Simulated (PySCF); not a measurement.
# Rb³⁵⁺ (rubidium, charge +35): Hartree-Fock from Schrödinger to Dirac-Coulomb-Breit

Occupied: 1s1/2. Hartree-Fock calculated with PySCF 2.14 in an uncontracted even-tempered set (19 s from 4.8 bohr⁻², ratio 2.3; 14 p from 5.7 bohr⁻², ratio 2.3), Gaussian nucleus throughout. NR is non-relativistic, sf-X2C the spin-free one-electron X2C Hamiltonian, X2C adds the bare one-electron spin-orbit term, X2C-SNSO screens it by Boettger's factors, DC is four-component Dirac-Coulomb, and the Gaunt and Breit terms are added at first order (total energies over the DC spinors, levels after relaxing the spinors in that mean field). QED terms are absent. Levels marked empty are virtual spinors of this ion.

| Hamiltonian | E (hartree) | E − E(DC) (hartree) | CPU seconds |
| --- | --- | --- | --- |
| NR | -1345.9699 | 25.2500 | 0.38 |
| sf-X2C | -1370.8908 | 0.3290 | 0.22 |
| X2C | -1370.8908 | 0.3290 | 0.22 |
| X2C-SNSO | -1370.8908 | 0.3290 | 0.22 |
| DC | -1371.2199 | 0.0000 | 3.6 |
| DC+Gaunt | -1370.5480 | 0.6719 | 6.1 |
| DC+Breit | -1370.5480 | 0.6719 | 53 |

Q: Give the 2p spin-orbit interval with each Hamiltonian that has one.

A: X2C 78.22; X2C-SNSO 76.05; DC 74.77; DC+Gaunt 72.89; DC+Breit 72.89 (eV).

```tsv
level (eV)	NR	sf-X2C	X2C	X2C-SNSO	DC	DC+Gaunt	DC+Breit
1s1/2	-18001.2	-18327.3	-18327.3	-18327.3	-18336.1	-18318.1	-18318.1
2s1/2 (empty)	-4262.6	-4359.1	-4359.1	-4359.1	-4360.0	-4358.1	-4358.3
2p1/2 (empty)	-4194.6	-4235.0	-4288.2	-4286.7	-4286.1	-4282.1	-4282.7
2p3/2 (empty)	-4194.6	-4235.0	-4210.0	-4210.6	-4211.3	-4209.2	-4209.8
3s1/2 (empty)	-1878.4	-1912.1	-1912.1	-1912.1	-1912.3	-1911.8	-1911.9
```

Weight of the small component: 1s1/2 0.0183, 2s1/2 0.00429, 2p1/2 0.00426, 2p3/2 0.00418, 3s1/2 0.00188.

Koopmans' value for the highest occupied level at DC+Breit: 18318.1 eV, against an ionisation energy of 18305.9 eV (theoretical estimate listed by NIST; NIST Atomic Spectra Database, ionization energies); the former lacks relaxation, correlation, QED and recoil.

The whole ladder took 65 s of wall time on 1 thread of Neoverse-V1 (shared host), launched as `OMP_NUM_THREADS=1 python relrun2.py TASK.json OUT` (a driver that calls PySCF for each Hamiltonian).
